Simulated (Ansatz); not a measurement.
A run for Ansatz (an electronic-structure program): R-B97M-V/def2-TZVPP on ClCu (SMILES [Cl][Cu]).

Ansatz 0.2 input:
```yaml
crystal:
  periodic: [false, false, false]
  atoms:
    - {symbol: Cu, position_ang: [-0.00927157, -0.01864391, -1.04577241]}
    - {symbol: Cl, position_ang: [0.00927157, 0.01864391, 1.04577241]}
basis:
  gaussian:
    orbitals: def2-TZVPP
hamiltonian:
  xc: {name: B97M-V}
scf: {lower_state_search: off}
```

Program output:

```
WARN ansatz: RAYON_NUM_THREADS=4 ignored (pool sized by the plan → 4); use --threads N
Functional definition: B97M-V
these checks for a lower state are left out or cut short: stability, starts, cluster_reference, orbital_swaps, neighbouring_geometries, increment
integrals: 0.04 GiB planned
799 factors; their error is unknown
mean field: 0.43 GiB planned
mean field evaluation 1: about -57148.2690 eV, gradient 6.4e1 eV
mean field evaluation 2: about -56905.4528 eV, gradient 4.9e2 eV
mean field evaluation 4: about -57150.9625 eV, gradient 2.7e1 eV
mean field evaluation 8: about -57152.3573 eV, gradient 1.3e-1 eV
mean field evaluation 16: about -57152.3236 eV, gradient 1.2e-4 eV
mean field -57152.32355018 eV, -2100.3091512327 hartree, gradient 1.6e-6 eV, S^2 0.000000; 0 other end points of the search recorded, 0 dependent functions left out
reference -57152.32360114 eV, -2100.3091531055 hartree; 23, 23 occupied and 83, 83 virtual orbitals, 799 factors
Total energy: -57152.32360114 eV, -2100.3091531055 hartree
Checks for a lower state left out: stability, starts, cluster_reference, orbital_swaps, neighbouring_geometries, increment
```

Self-consistency was reached.

Cost: around 2.8 core-seconds (rough).
